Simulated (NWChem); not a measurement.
Species: C₃H₆OSi; SMILES C1C=C[SiH2]O1

```xyz
11

C      0.6325     1.3336     0.0000
C      1.3462     0.1966     0.0000
Si     0.1044    -1.1913     0.0000
O     -1.2240    -0.1562     0.0000
C     -0.8646     1.2010     0.0000
H      1.0743     2.3379     0.0000
H      2.4385     0.1952     0.0000
H      0.1167    -2.0734     1.2063
H      0.1167    -2.0734    -1.2063
H     -1.2943     1.7091    -0.8858
H     -1.2943     1.7091     0.8858
```
Atoms are numbered in this order, from 1.

STO-3G and 3-21G are far too small for this property and stand as cheap habits. All runs use the structure optimised with PBE0/def2-SVP.

Task: Give the principal values of the shielding tensors (ppm) of C1, C2, Si3, O4, C5 from Hartree-Fock/STO-3G, GIAO (NWChem), with their diamagnetic and paramagnetic parts as GIAO splits them.

Result: 
```csv
atom,σ11,σ22,σ33,isotropic,diamagnetic,paramagnetic
C1,-10.9,139.4,206.1,111.5,254.0,-142.5
C2,-2.8,151.7,230.5,126.5,254.7,-128.2
Si3,501.1,562.0,660.0,574.4,867.1,-292.8
O4,400.3,423.5,559.9,461.3,378.9,82.4
C5,155.8,178.3,221.7,185.3,248.6,-63.4
```
